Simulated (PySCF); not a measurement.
GaF, SMILES [F][Ga] (connectivity only; charge and spin as stated), neutral, multiplicity 1. Geometry optimised at B3LYP-D3(BJ)/def2-TZVPD.

TDA-PBE/def2-TZVPD in PySCF puts the lowest singlet excitations at 5.65, 5.65, 6.40, 6.48, 6.48, 6.94 eV.

Problem. What are the lowest excitation roots from ADC(2)/aug-cc-pVDZ run with PySCF? (An estimate is asked for; the answer gives what the named calculation found.)

Solution. 5.51, 5.51, 7.01, 7.28, 7.41, 7.59 eV. S1 differs by -0.13 eV (second minus first; roots are paired by order, and the bases may differ).
